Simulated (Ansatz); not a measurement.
`F[SiH](F)F` + H₂S → `F[SiH](F)S` + H–F  (ligand exchange at the Si–F bond)

Calculated with Ansatz (gas phase, PBE0-D4/def2-TZVP geometries, no zero-point term in ΔE). CCSD(T)/CBS is the MP2 limit (def2-TZVPP, def2-QZVPP) plus CCSD(T) − MP2 in def2-TZVPP, frozen cores. This one scheme is used for every species. DFT in def2-TZVPP. Each species was taken in one conformer, which may not be the lowest.

`F[SiH](F)F`:

Z-matrix (Å, degrees):
```
Si
F 1 1.573
F 1 1.573 2 108.3
F 1 1.573 2 108.3 3 117.1
H 1 1.461 2 110.7 3 -121.4
```

H₂S:

Z-matrix (Å, degrees):
```
S
H 1 1.341
H 1 1.341 2 92.3
```

`F[SiH](F)S`:

```xyz
6

F    -1.352    1.019   -0.158
Si   -0.252   -0.089   -0.430
F     0.828    0.613   -1.353
S     0.604   -0.774    1.366
H    -0.856   -1.222   -1.146
H     1.028    0.453    1.721
```

H–F:

Z-matrix (Å, degrees):
```
F
H 1 0.920
```

CCSD(T)/CBS gives +96.2 kJ/mol.

(1) Another level gave +101.5 kJ/mol. Which?
A. revPBE-D4/def2-TZVPP
B. B97M-V/def2-TZVPP
C. CAM-B3LYP/def2-TZVPP
D. PBE/def2-TZVPP

Largest T1 diagnostic among the species: 0.012.

Answers

(1) B. B97M-V 101.5, PBE 86.1, CAM-B3LYP 108.4, revPBE-D4 78.5 kJ/mol.

In def2-TZVPP, CCSD(T) changes the Hartree–Fock value by −19.8 kJ/mol (the triples alone add −3.8 kJ/mol) and MP2 by −23.5 kJ/mol. From BLYP to BHLYP (50 % exact exchange), in def2-TZVPP and without D4, ΔE moves by +7.1 kJ/mol. Leaving LDA and LC-ωPBE aside and taking each functional with its dispersion term where it has one, the values, not all of them listed here, spread over 26.2 kJ/mol, from revPBE-D4 to CAM-B3LYP-D4.
